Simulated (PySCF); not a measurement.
CH$_{6}$AlClO$_{2}$Si (SMILES [OH][Al]([OH])[CH2][SiH2]Cl), singlet, at a GFN2-xTB geometry (such geometries of metal compounds can be far from the true shape); CASSCF(2,3)/STO-3G (PySCF).

The PySCF input:
```python
from pyscf import gto, scf, mcscf
import numpy

mol = gto.M(
    atom='''
Si    1.259172   -0.222448    0.528001
Cl    3.105194    0.085319   -0.266813
C    -0.032274    0.302387   -0.747838
Al   -1.909985    0.055223   -0.102451
O    -3.147817    0.468556   -1.103282
O    -2.082530   -0.556638    1.415017
H     1.202415    0.587655    1.745755
H     1.186212   -1.650307    0.841540
H     0.090548   -0.261413   -1.674805
H     0.102218    1.350277   -1.023626
H    -3.846668    0.711213   -1.691344
H    -2.285210   -0.901138    2.271297
''',
    basis='sto-3g',
    charge=0,
    spin=0,
    verbose=4,
)

mf = scf.RHF(mol)
mf.kernel()
mc = mcscf.CASSCF(mf, 3, 2)
mc.fix_spin_(ss=0.0)
mc.kernel()
occ = numpy.linalg.eigvalsh(mc.fcisolver.make_rdm1(mc.ci, mc.ncas, mc.nelecas))[::-1]
ss = mc.fcisolver.spin_square(mc.ci, mc.ncas, mc.nelecas)[0]
print('natural occupations', occ.round(4), ' <S^2>', round(ss, 4))
```

It wrote (shortened):

```
PySCF version 2.14.0

[INPUT] verbose = 4
[INPUT] num. atoms = 12
[INPUT] num. electrons = 72
[INPUT] charge = 0
[INPUT] spin (= nelec alpha-beta = 2S) = 0
[INPUT] symmetry False subgroup None
[INPUT] Mole.unit = angstrom
[INPUT] Symbol           X                Y                Z      unit          X                Y                Z       unit  Magmom
[...]
nuclear repulsion = 404.982162579148
number of shells = 30
number of NR pGTOs = 144
number of NR cGTOs = 48
basis = sto-3g
ecp = {}

******** <class 'pyscf.scf.hf.RHF'> ********
method = RHF
initial guess = minao
damping factor = 0
level_shift factor = 0
DIIS = <class 'pyscf.scf.diis.CDIIS'>
diis_start_cycle = 1
diis_space = 8
diis_damp = 0
SCF conv_tol = 1e-09
SCF conv_tol_grad = None
SCF max_cycles = 50
direct_scf = True
direct_scf_tol = 1e-13
Set gradient conv threshold to 3.16228e-05
Initial guess from minao.
init E= -1167.68051152235
[...]
cycle= 1 E= -1167.7273905363  delta_E= -0.0469  |g|= 0.638  |ddm|= 4.04
[...]
cycle= 2 E= -1167.87944448117  delta_E= -0.152  |g|= 0.123  |ddm|=  1.1
[...]
cycle= 3 E= -1167.88537663685  delta_E= -0.00593  |g|= 0.0251  |ddm|= 0.207
[...]
cycle= 4 E= -1167.88574355569  delta_E= -0.000367  |g|= 0.00518  |ddm|= 0.0623
[...]
cycle= 5 E= -1167.88575677118  delta_E= -1.32e-05  |g|= 0.00121  |ddm|= 0.0114
[...]
cycle= 6 E= -1167.88575769077  delta_E= -9.2e-07  |g|= 0.000348  |ddm|= 0.00294
[...]
cycle= 7 E= -1167.88575778508  delta_E= -9.43e-08  |g|= 5.51e-05  |ddm|= 0.0011
[...]
cycle= 8 E= -1167.88575778756  delta_E= -2.48e-09  |g|= 9.06e-06  |ddm|= 0.000183
[...]
cycle= 9 E= -1167.88575778763  delta_E= -6.78e-11  |g|= 2.2e-06  |ddm|= 2.94e-05
[...]
Extra cycle  E= -1167.88575778763  delta_E= 4.55e-13  |g|= 9e-07  |ddm|= 5.74e-06
converged SCF energy = -1167.88575778763

******** <class 'pyscf.mcscf.mc1step.CASSCF'> ********
CAS (1e+1e, 3o), ncore = 35, nvir = 10
max_cycle_macro = 50
max_cycle_micro = 4
conv_tol = 1e-07
conv_tol_grad = None
orbital rotation max_stepsize = 0.02
orbital rotation threshold for CI restart = 0.01
augmented hessian ah_max_cycle = 30
augmented hessian ah_conv_tol = 1e-12
augmented hessian ah_linear dependence = 1e-14
augmented hessian ah_level shift = 1e-08
augmented hessian ah_start_tol = 2.5
augmented hessian ah_start_cycle = 3
augmented hessian ah_grad_trust_region = 3
kf_trust_region = 3
kf_interval = 4
ci_response_space = 4
ci_grad_trust_region = 3
with_dep4 0
natorb = False
canonicalization = True
sorting_mo_energy = False
[...]
CASCI E = -1167.88632179044  S^2 = 0.0000000
[...]
macro iter   4 ( 21 JK    4 micro), CASSCF E = -1167.89623193882  dE =  1.85110049e-04  S^2 = 0.0000000
               |grad[o]|=0.00748  |grad[c]|=0.00696  |ddm|=0.0042  |maxRot[o]|=0.178
macro iter   5 ( 21 JK    4 micro), CASSCF E = -1167.89728525710  dE = -1.05331828e-03  S^2 = 0.0000000
               |grad[o]|=0.0078  |grad[c]|=0.000831  |ddm|=0.00338  |maxRot[o]|=0.0862
macro iter   6 ( 21 JK    4 micro), CASSCF E = -1167.89817574441  dE = -8.90487307e-04  S^2 = 0.0000000
               |grad[o]|=0.00659  |grad[c]|=0.00118  |ddm|=0.0026  |maxRot[o]|=0.174
macro iter   7 ( 21 JK    4 micro), CASSCF E = -1167.89880285914  dE = -6.27114735e-04  S^2 = 0.0000000
               |grad[o]|=0.00524  |grad[c]|=0.00129  |ddm|=0.00165  |maxRot[o]|=0.234
macro iter   8 ( 21 JK    4 micro), CASSCF E = -1167.89879925219  dE =  3.60695140e-06  S^2 = 0.0000000
               |grad[o]|=0.00375  |grad[c]|=0.00402  |ddm|=0.00119  |maxRot[o]|=0.0676
macro iter   9 ( 21 JK    4 micro), CASSCF E = -1167.89919071122  dE = -3.91459034e-04  S^2 = 0.0000000
               |grad[o]|=0.0038  |grad[c]|=0.000632  |ddm|=0.000866  |maxRot[o]|=0.0413
macro iter  10 ( 21 JK    4 micro), CASSCF E = -1167.89918737180  dE =  3.33942671e-06  S^2 = 0.0000000
               |grad[o]|=0.0021  |grad[c]|=0.00178  |ddm|=0.00073  |maxRot[o]|=0.00294
macro iter  11 ( 14 JK    3 micro), CASSCF E = -1167.89931856995  dE = -1.31198151e-04  S^2 = 0.0000000
               |grad[o]|=0.00215  |grad[c]|=0.000758  |ddm|=0.000429  |maxRot[o]|=0.0256
macro iter  12 ( 11 JK    3 micro), CASSCF E = -1167.89936033947  dE = -4.17695230e-05  S^2 = 0.0000000
               |grad[o]|=0.00106  |grad[c]|=0.000628  |ddm|=0.00019  |maxRot[o]|=0.0223
macro iter  13 (  3 JK    1 micro), CASSCF E = -1167.89936064320  dE = -3.03732122e-07  S^2 = 0.0000000
               |grad[o]|=9.59e-05  |grad[c]|=2.87e-05  |ddm|=1.55e-05  |maxRot[o]|=0.00205
macro iter  14 (  1 JK    1 micro), CASSCF E = -1167.89936064321  dE = -6.13908924e-12  S^2 = 0.0000000
               |grad[o]|=4.8e-06  |grad[c]|=2.99e-06  |ddm|=1.17e-06  |maxRot[o]|=    0
1-step CASSCF converged in  14 macro (239 JK  48 micro) steps
CASSCF canonicalization
Density matrix diagonal elements [1.97682498e+00 2.23194214e-02 8.55594117e-04]
CASSCF energy = -1167.89936064321
CASCI E = -1167.89936064321  E(CI) = -1.37295496940442  S^2 = 0.0000000
natural occupations [1.9771e+00 2.2100e-02 9.0000e-04]  <S^2> 0.0
```
